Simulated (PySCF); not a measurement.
# Energy of Hf²⁺ (hafnium, charge +2) between two integer charges

The 5d alpha orbital of [Xe] 4f14 5d2 is emptied in steps (occupation f), with all orbitals relaxed, ending at [Xe] 4f14 5d1. Computed with PySCF 2.14 in def2-SVP with the def2 core potential (60 electrons), with a scalar-relativistic core potential. The exact energy is a straight line in f; departures are measured from the line between the end points of the same method.

```tsv
f	B3LYP (eV)
1	0.000
0.75	-0.752
0.5	-1.005
0.25	-0.754
0	0.000
```

**Question.** For B3LYP, how does the orbital energy at f = 1 compare with the removal energy?

**Answer.** −ε = 18.600 eV against a total-energy difference of 22.584 eV. By Janak's theorem ε = ∂E/∂f, so the gap between them reflects the curvature. Along the path −ε is 20.570 (f = 0.75), 22.577 (f = 0.5), 24.594 (f = 0.25) eV.

Reference removal energy between the ground levels: 22.55 ± 0.04 eV (theoretical estimate listed by NIST; NIST Atomic Spectra Database, ionization energies). The calculation has no spin-orbit coupling.
